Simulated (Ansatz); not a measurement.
One geometry of GaAsH6⁻, that is Ga(AsH3)H3 with one electron more, several levels of theory.

```yaml
crystal:
  periodic: [false, false, false]
  atoms:
    - {symbol: Ga, position_ang: [-0.004572, 0.011263, -1.584887]}
    - {symbol: As, position_ang: [0.002884, -0.003850, 1.121165]}
    - {symbol: H, position_ang: [0.770544, 1.041309, 1.901008]}
    - {symbol: H, position_ang: [0.536479, -1.203310, 1.873480]}
    - {symbol: H, position_ang: [-1.290611, 0.121291, 1.896279]}
    - {symbol: H, position_ang: [1.562446, -0.017217, -1.739428]}
    - {symbol: H, position_ang: [-0.764428, 1.382647, -1.731787]}
    - {symbol: H, position_ang: [-0.812731, -1.332143, -1.735821]}
basis:
  gaussian: {orbitals: def2-TZVPD, initial_orbitals: start.molden}
total_charge: -1
magnetization: {spin_polarized: true, initial_magnetization: 1}
hamiltonian: {xc: r2scan, dispersion: d4}
scf: {omitted_lower_state_checks: [starts]}
output: {orbitals: {seedname: orbitals}}
```

The file start.molden holds the orbitals of an earlier run on this structure, at another level or in another basis.

```sh
$ ansatz run in.yaml --threads 4 --pin off --events-out ev --progress --plain --max-ram 3916MiB
```

It prints (some lines left out):

```
Functional definition: r2SCAN
1089 factors; their error is unknown
mean field evaluation 1: about -113315.1061 eV, gradient 5.7e0 eV
mean field evaluation 2: about -113315.1600 eV, gradient 8.0e-2 eV
mean field evaluation 4: about -113315.1299 eV, gradient 1.0e-3 eV
mean field -113315.12990352 eV, -4164.2542162007 hartree, gradient 2.8e-5 eV, S^2 0.755158; 0 other end points of the search recorded, 0 dependent functions left out
reference -113315.12993089 eV, -4164.2542172066 hartree; 36, 35 occupied and 126, 127 virtual orbitals, 1089 factors
Total energy: -113315.17613560 eV, -4164.2559151981 hartree
Checks for a lower state left out: starts
```

It took 2.9 s on 4 threads of Intel Xeon 6975P-C on a shared host.

The first input with `hamiltonian: {xc: pbe0, dispersion: d4}` (abridged; 2.6 s):

```
Functional definition: PBE0
mean field -113301.21460869 eV, -4163.7428385479 hartree, gradient 2.3e-5 eV, S^2 0.752597
Total energy: -113301.37857376 eV, -4163.7488641531 hartree
Checks for a lower state left out: starts
```

The first input with `hamiltonian: {xc: pbe, dispersion: d4}` (abridged; 1.6 s):

```
Functional definition: PBE
mean field -113298.30842428 eV, -4163.6360382407 hartree, gradient 2.0e-5 eV, S^2 0.751414
Total energy: -113298.50083483 eV, -4163.6431091979 hartree
Checks for a lower state left out: starts
```

Geometry: B3LYP-D4/def2-TZVP, that of the neutral singlet.

At r2SCAN-D4/def2-TZVPD, PBE0-D4/def2-TZVPD, PBE-D4/def2-TZVPD the highest occupied level of the charge -1 doublet lies above zero (up to 2.15 eV). By energy differences it is unbound by 0.38 eV (vertical, against the charge 0 singlet, at PBE-D4/def2-TZVPD) and held by the finite basis.
